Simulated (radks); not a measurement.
Isoelectronic series with 14 electrons, each ion in its NIST ground configuration. All-electron calculation, scalar-relativistic Kohn-Sham, PBE, spin-polarised, spherical densities, finite nucleus; open shells are filled with parallel spins first (spin-orbit coupling, left out, can overturn this in heavy ions); Fermi nuclear charge, rms radius of each element as measured or else 0.836 A^(1/3) + 0.57 fm. Program: a radial shooting solver on a logarithmic mesh with Libxc functionals. Total energies (hartree) and orbital eigenvalues (eV):

[
 {"ion": "Si", "configuration": "[Ne] 3s2 3p2", "E (hartree)": "-289.86592", "3p up": "-4.6208", "3s down": "-9.6938", "3s up": "-11.3742", "2p down": "-95.1836"},
 {"ion": "Cl3+", "configuration": "[Ne] 3s2 3p2", "E (hartree)": "-458.63625", "3p up": "-46.3496", "3s down": "-56.9444", "3s up": "-60.1713", "2p down": "-236.2278"},
 {"ion": "Ca6+", "configuration": "[Ne] 3s2 3p2", "E (hartree)": "-668.26173", "3p up": "-117.6262", "3s down": "-134.0055", "3s up": "-138.5698", "2p down": "-441.6507"},
 {"ion": "V9+", "configuration": "[Ne] 3s2 3p2", "E (hartree)": "-918.91561", "3p up": "-217.0680", "3s down": "-239.5141", "3s up": "-245.3492", "2p down": "-709.7834"},
 {"ion": "Fe12+", "configuration": "[Ne] 3s2 3p2", "E (hartree)": "-1210.90066", "3p up": "-344.3677", "3s down": "-373.2727", "3s up": "-380.3490", "2p down": "-1040.363"},
 {"ion": "Cu15+", "configuration": "[Ne] 3s2 3p2", "E (hartree)": "-1544.59853", "3p up": "-499.4780", "3s down": "-535.3724", "3s up": "-543.6764", "2p down": "-1433.477"},
 {"ion": "Ge18+", "configuration": "[Ne] 3s2 3p2", "E (hartree)": "-1920.45934", "3p up": "-682.4573", "3s down": "-726.0367", "3s up": "-735.5626", "2p down": "-1889.374"},
 {"ion": "Br21+", "configuration": "[Ne] 3s2 3p2", "E (hartree)": "-2339.00176", "3p up": "-893.4228", "3s down": "-945.5756", "3s up": "-956.3228", "2p down": "-2408.396"},
 {"ion": "Sr24+", "configuration": "[Ne] 3s2 3p2", "E (hartree)": "-2800.81282", "3p up": "-1132.533", "3s down": "-1194.370", "3s up": "-1206.341", "2p down": "-2990.964"},
 {"ion": "Nb27+", "configuration": "[Ne] 3s2 3p2", "E (hartree)": "-3306.55111", "3p up": "-1399.977", "3s down": "-1472.866", "3s up": "-1486.066", "2p down": "-3637.560"}
]
